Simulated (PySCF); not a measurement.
# Exercise with solution: oscillator strength and radiative lifetime

C5H4BF, SMILES C#C[C@@H]1C=CB1F.

Geometry optimised at B3LYP-D3(BJ)/def2-SVP. The structure was generated by enumeration; whether it is a known compound was not checked.

TDDFT-PBE/def2-SVPD run with PySCF 2.14.0 puts the first singlet state with f over 0.02 at 5.96 eV (vertical), with the transition dipole (0.019, 0.584, 0.164) in atomic units.

Q: Find the oscillator strength, the wavelength and the radiative lifetime that this transition would have in vacuum if emission retraced absorption.

A: 
|μ|² = 0.3683 au, so |μ| = 1.54 D. ΔE = 5.96/27.211 = 0.2190 hartree. f = (2/3) ΔE |μ|² = 0.054 (the program prints 0.054).
λ = 1239.84/5.96 = 208 nm; ν = 48071 cm⁻¹.
Einstein's coefficient A = 0.6670 ν² f s⁻¹ (ν in cm⁻¹) = 8.3e7 s⁻¹, so τ = 1/A = 12 ns. This state is S5; the lower singlets have f = 0.015, 0.010, 0.004, 0.015. The figure is the radiative limit of this one transition; relaxation, internal conversion, crossing to triplets and a medium change what is measured.
